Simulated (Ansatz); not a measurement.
C₂H₁₀N₂Si (`CN([SiH3])CN`) at its PBE0-D4/def2-TZVP geometry, where that method's forces vanish. The species carries charge 0 and has multiplicity 1.

```json
{"atom": "C1", "x (Å)": "-0.737", "y (Å)": "0.582", "z (Å)": "-1.164"}
{"atom": "N2", "x (Å)": "-0.111", "y (Å)": "-0.196", "z (Å)": "-0.121"}
{"atom": "Si3", "x (Å)": "-0.149", "y (Å)": "-1.914", "z (Å)": "-0.174"}
{"atom": "C4", "x (Å)": "0.912", "y (Å)": "0.510", "z (Å)": "0.633"}
{"atom": "N5", "x (Å)": "0.453", "y (Å)": "1.585", "z (Å)": "1.475"}
{"atom": "H6", "x (Å)": "-1.506", "y (Å)": "-0.006", "z (Å)": "-1.670"}
{"atom": "H7", "x (Å)": "-0.017", "y (Å)": "0.919", "z (Å)": "-1.925"}
{"atom": "H8", "x (Å)": "-1.232", "y (Å)": "1.470", "z (Å)": "-0.755"}
{"atom": "H9", "x (Å)": "-1.531", "y (Å)": "-2.342", "z (Å)": "-0.518"}
{"atom": "H10", "x (Å)": "0.246", "y (Å)": "-2.416", "z (Å)": "1.168"}
{"atom": "H11", "x (Å)": "0.765", "y (Å)": "-2.542", "z (Å)": "-1.178"}
{"atom": "H12", "x (Å)": "1.666", "y (Å)": "0.931", "z (Å)": "-0.048"}
{"atom": "H13", "x (Å)": "1.425", "y (Å)": "-0.221", "z (Å)": "1.264"}
{"atom": "H14", "x (Å)": "-0.298", "y (Å)": "1.272", "z (Å)": "2.078"}
{"atom": "H15", "x (Å)": "0.114", "y (Å)": "2.369", "z (Å)": "0.935"}
```

(1) For each bond, give half the difference of the two atoms' forces along it (eV/Å; positive pushes the atoms apart) under PBE-D4, r2SCAN-D4, B3LYP-D4, ωB97M-V in def2-TZVPP. (Best estimate.)

## Answers

(1) Ansatz gave: 
```tsv
bond	length (Å)	PBE-D4	r2SCAN-D4	B3LYP-D4	ωB97M-V
C1–N2	1.444	0.06	0.18	0.21	0.23
C1–H6	1.092	0.08	-0.06	-0.10	-0.08
C1–H7	1.100	0.10	-0.04	-0.07	-0.10
C1–H8	1.096	0.11	-0.04	-0.09	-0.11
N2–Si3	1.719	0.08	-0.08	0.01	0.01
N2–C4	1.453	0.08	0.16	0.15	0.10
Si3–H9	1.487	0.05	-0.03	-0.09	-0.12
Si3–H10	1.486	0.05	-0.03	-0.09	-0.12
Si3–H11	1.496	0.04	-0.02	-0.07	-0.12
C4–N5	1.441	0.08	0.15	0.22	0.23
C4–H12	1.100	0.10	-0.07	-0.13	-0.14
C4–H13	1.094	0.08	-0.07	-0.16	-0.14
N5–H14	1.013	0.24	0.01	-0.04	-0.07
N5–H15	1.011	0.22	-0.01	-0.05	-0.07
```

B3LYP here is the variant with VWN-RPA as its local correlation; programs differ in this.
